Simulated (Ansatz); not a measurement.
Si17H25⁺, a doped nanocrystal cut from the lattice of silicon (interstitial H). Charge 1, multiplicity 3. Geometry PBE-D4/def2-SVP, that of the neutral doublet; atoms count from 1.

Cartesian coordinates in Å:
```
Si -1.720 4.060 0.442
Si -1.501 0.466 2.841
Si -0.237 -2.653 -3.009
Si -0.738 -2.700 0.856
Si -0.897 0.451 -1.041
Si 1.633 2.246 1.220
Si 2.476 -1.053 -0.698
Si 1.953 -1.060 3.111
Si -2.013 2.564 -1.354
Si -1.369 -0.593 -3.120
Si -1.891 -0.647 0.806
Si 0.564 4.325 0.953
Si 0.788 0.986 3.020
Si -1.069 -3.871 -1.165
Si 2.070 -2.242 -2.697
Si 1.573 -2.263 1.122
Si 1.391 1.033 -0.780
H -2.308 5.404 0.081
H -2.456 3.541 1.648
H -1.843 -0.490 3.959
H -2.366 1.691 2.989
H -0.419 -3.475 -4.268
H -1.194 -3.555 2.022
H 3.106 2.471 1.473
H 3.968 -0.897 -0.482
H 1.473 -1.855 4.301
H 3.430 -0.798 3.277
H -3.478 2.287 -1.596
H -1.433 3.166 -2.610
H -2.861 -0.753 -3.279
H -0.869 0.289 -4.238
H -3.370 -0.823 0.546
H 0.725 5.175 2.189
H 1.218 5.046 -0.201
H 1.019 1.761 4.297
H -2.540 -4.151 -1.361
H -0.354 -5.200 -1.091
H 2.796 -3.565 -2.638
H 2.615 -1.470 -3.874
H 2.290 -3.593 1.205
H 1.810 1.878 -1.963
H 0.029 -1.132 -0.892
```

Single mean-field runs in def2-TZVP are fitted with def2-universal-jkfit. At PBE0-D4/def2-TZVP a singlet of charge 1 lies 0.92 eV below the triplet at the same geometry.

(1) Estimate the Mulliken populations of the heavy atoms from the PBE0/def2-TZVP orbitals of Ansatz.

(2) Where does the spin sit?

(3) And the Mayer bond orders between bonded heavy atoms (over 0.3)?

Answers

(1) 
| atom | charge (e) | spin (α − β) |
| --- | --- | --- |
| Si1 | 0.00 | 0.04 |
| Si2 | -0.03 | 0.06 |
| Si3 | -0.03 | 0.05 |
| Si4 | -0.04 | 0.05 |
| Si5 | -0.14 | 0.02 |
| Si6 | -0.02 | 0.10 |
| Si7 | -0.02 | 0.08 |
| Si8 | -0.01 | 0.05 |
| Si9 | -0.01 | 0.31 |
| Si10 | 0.06 | 0.15 |
| Si11 | 0.06 | 0.09 |
| Si12 | -0.01 | 0.03 |
| Si13 | -0.01 | 0.00 |
| Si14 | 0.01 | 0.02 |
| Si15 | 0.01 | 0.04 |
| Si16 | 0.00 | 0.02 |
| Si17 | 0.05 | 0.13 |
Mulliken values and Mayer orders depend strongly on the basis.

(2) Summed by element: Si 1.24, H 0.76, of 2 unpaired in all. Largest on single atoms: H42 0.50, Si9 0.31, Si10 0.15.

(3) Si1–Si9 0.91 (2.36 Å); Si1–Si12 0.95 (2.36 Å); Si2–Si11 0.89 (2.35 Å); Si2–Si13 0.94 (2.35 Å); Si3–Si10 0.88 (2.35 Å); Si3–Si14 0.94 (2.36 Å); Si3–Si15 0.94 (2.36 Å); Si4–Si11 0.88 (2.36 Å); Si4–Si14 0.92 (2.36 Å); Si4–Si16 0.92 (2.37 Å); Si5–Si9 0.74 (2.41 Å); Si5–Si10 0.85 (2.37 Å); Si5–Si11 0.91 (2.37 Å); Si5–Si17 0.91 (2.37 Å); Si6–Si12 0.91 (2.35 Å); Si6–Si13 0.94 (2.35 Å); Si6–Si17 0.86 (2.35 Å); Si7–Si15 0.90 (2.36 Å); Si7–Si16 0.93 (2.37 Å); Si7–Si17 0.86 (2.35 Å); Si8–Si13 0.93 (2.36 Å); Si8–Si16 0.90 (2.36 Å).
